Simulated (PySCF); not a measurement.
C3H8OTe.
Bonds: C1–O2, O2–C3, C3–C4, C4–Te5. Hydrogens: H6, H7, H8 on C1; H9, H10 on C3; H11, H12 on C4; H13 on Te5.

Method: PBE0-D3(BJ)/def2-SVP geometry optimisation, gas phase, def2 core potentials past Kr (PySCF 2.14.0); density fitting, grid level 1; the optimiser is geomeTRIC in internal coordinates, started from a GFN2-xTB structure with every atom displaced at random (about 0.01 Å).

Step 0: E = -12571.2230 eV
```
atom  x, y, z in Å  |  force x, y, z in eV/Å
C1     -1.3200    0.9486    0.2661   -0.518   1.393  -0.925
O2     -0.4555    0.6926   -0.7903   -0.177  -0.573  -0.101
C3     -0.0823   -0.6564   -0.8875    1.407   0.905   0.775
C4      1.0174   -1.0255    0.1494   -1.909   0.800  -0.071
Te5     2.5397    0.4646    0.1839    0.514   0.160   0.234
H6     -2.2569    0.3770    0.1699   -0.135  -0.171   0.132
H7     -0.8822    0.7877    1.2450    0.302  -0.211   0.688
H8     -1.5779    2.0350    0.1746    0.044  -0.612   0.264
H9     -0.9423   -1.3077   -0.7791   -0.603  -0.535   0.019
H10     0.3579   -0.7610   -1.8711    0.046  -0.215  -0.659
H11     1.4380   -1.9758   -0.0995    0.656  -0.955  -0.220
H12     0.5600   -1.1190    1.1515    0.320   0.042  -0.054
H13     1.6098    1.5231    1.0769    0.054  -0.030  -0.083
```

**Question.** Estimate the geometry and energy of step 1. (The exact step hangs on the optimiser's Hessian estimate; all steps are aligned on step 0, rigid shifts and turns removed.)

**Answer.** E = -12571.3857 eV, largest force 0.230 eV/Å
```
atom  x, y, z in Å  |  force x, y, z in eV/Å
C1     -1.3717    0.9552    0.2570    0.111  -0.080   0.149
O2     -0.5082    0.7095   -0.8108   -0.055   0.078   0.094
C3     -0.0532   -0.6058   -0.8967   -0.102  -0.115  -0.036
C4      0.9723   -1.0015    0.1569   -0.038  -0.130  -0.083
Te5     2.6687    0.3400    0.2953    0.001  -0.024   0.017
H6     -2.2599    0.2962    0.2257   -0.038  -0.071   0.002
H7     -0.8869    0.8221    1.2497   -0.055   0.043  -0.152
H8     -1.7200    1.9932    0.1860    0.045   0.074  -0.036
H9     -0.9214   -1.3078   -0.8216    0.213   0.056  -0.067
H10     0.3865   -0.7124   -1.9019   -0.028  -0.013   0.057
H11     1.4050   -1.9908   -0.0813   -0.081   0.166   0.031
H12     0.5330   -1.0749    1.1604    0.022  -0.001   0.053
H13     1.7617    1.5600    0.9710    0.004   0.018  -0.029
```

The energy changes by -0.1627 eV. The first-order estimate −F·Δx gives -0.3366 eV and the mean of the old and new forces, exact on a quadratic surface, -0.1659 eV. The step makes an angle of 76° with the force vector and moves no atom by more than 0.211 Å.

The cost below is that of the whole optimisation. Hardware: one thread, Arm Neoverse V2 (aarch64) (shared host). Cost: 71 s, 0.53 GiB resident at most.
